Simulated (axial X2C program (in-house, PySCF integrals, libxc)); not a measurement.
**Which molecule has these constants?**

All values come from calculations with an in-house all-electron X2C program for linear molecules (integrals from PySCF), spin-free (one-electron X2C) or two-component (2c: spin–orbit coupling with atomic mean-field Coulomb and Gaunt terms, which also bring small scalar terms), in Dyall basis sets with cores contracted in-house; open shells are unrestricted.

A two-component PBE0 calculation in a Dyall 3-zeta basis gave Re = 1.738 Å, ωe = 773.1 cm⁻¹, Ω = 1/2.

Problem. Which molecule is it?
A. LiGa⁻
B. GaO⁻
C. GaN⁻
D. GaB⁻
E. GaC⁻

Solution. C. The others have GaB⁻ 2.062 Å and 528.6 cm⁻¹ (Ω = 3/2); GaC⁻ 1.893 Å and 612.5 cm⁻¹ (Ω = 2); GaO⁻ 1.704 Å and 821.8 cm⁻¹ (Ω = 0); LiGa⁻ 2.504 Å and 315.7 cm⁻¹ (Ω = 3/2).

Each entry is the lowest single determinant of a limited PBE0 search at one distance. De goes to single-determinant-based atoms at the same level (for ions the charge split of lowest energy) and is withheld (n/a) where an atom does not fit its ground term or J level. Main or longest-lived isotopes. One determinant is a doubtful description, or other states lie close, for GaN⁻, GaB⁻, GaC⁻, LiGa⁻; these need not be ground states, and all values refer to the states named. Some open-shell Ω = 0 determinants are out of reach, so the Ω given for GaC⁻ need not be the lowest component. With several unpaired electrons the Ω given is that of one determinant, not necessarily of the lowest component. The functionals have no current term, which raises determinants with orbital currents.
